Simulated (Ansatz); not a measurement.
A calculation with Ansatz (development build ahead of 0.2.0).

```yaml
crystal:
  periodic: [false, false, false]
  atoms:
    - { symbol: Cu, position_ang: [0.0, 0.0, 0.0] }
    - { symbol: F, position_ang: [0.0, 0.0, 1.9544] }
basis:
  gaussian: { orbitals: cc-pVTZ }
magnetization:
  spin_polarized: true
hamiltonian:
  xc: hf
correlation:
  method: bccd_t
  frozen_orbitals: { Cu: 5, F: 1 }
```

The input is written out in the form of the current development build from the run's settings.

The run gave:

| Property | Result |
| --- | --- |
| Converged | yes |
| Reference energy (starting determinant) | -1738.44564 hartree |
| Correlation energy | -1.07481 hartree |
| Total energy | -1739.52045 hartree |
